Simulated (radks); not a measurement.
Neutral palladium inside a hard spherical wall (all orbitals vanish at R), configuration held at [Kr] 4d10 and not refilled when levels cross. Calculated with a radial shooting solver on a logarithmic mesh with Libxc functionals: scalar-relativistic Kohn-Sham, LDA (Slater exchange, VWN5 correlation), spin-polarised, spherical densities, finite nucleus; Fermi nuclear charge, rms radius 4.5318 fm. Eigenvalues in eV for spin up, with the zero of energy where the potential of the charges vanishes at infinity; a dash marks a level that is unbound or too diffuse for the functional's potential to be trusted. A positive occupied level is held by the wall or, in an anion where self-interaction has pushed it up, behind a barrier. The pressure on the wall is -dE/dV.

\begin{tabular}{lrrrrrrrrr}
R (bohr) & E (hartree) & kinetic (hartree) & e(3d) & e(4s) & e(4p) & e(4d) & e(5s, empty) & e(5p, empty) & pressure (GPa) \\ \hline
free & -5041.05530 & 5227.135 & -325.95 & -85.433 & -51.363 & -4.310 & -3.609 & -0.354 & 0 \\
12 & -5041.05529 & 5227.135 & -325.94 & -85.431 & -51.361 & -4.309 & -3.606 & -0.244 & 0.000161 \\
7 & -5041.05175 & 5227.161 & -325.69 & -85.179 & -51.114 & -4.085 & -3.246 & 0.996 & 0.213 \\
6 & -5041.04257 & 5227.218 & -325.24 & -84.759 & -50.703 & -3.714 & -2.653 & 2.198 & 1.08 \\
5 & -5041.00675 & 5227.413 & -324.04 & -83.638 & -49.615 & -2.720 & -1.031 & 4.899 & 6.28 \\
4 & -5040.84993 & 5228.149 & -320.60 & -80.555 & -46.652 & 0.082 & 3.850 & 11.925 & 45.6 \\
3 & -5040.00089 & 5231.680 & -309.72 & -71.590 & -38.103 & 8.982 & 21.699 & 34.877 & 492 \\
2 & -5032.44524 & 5261.340 & -263.40 & -38.252 & -4.183 & 49.020 & 117.98 & 144.15 & 12600 \\
\end{tabular}
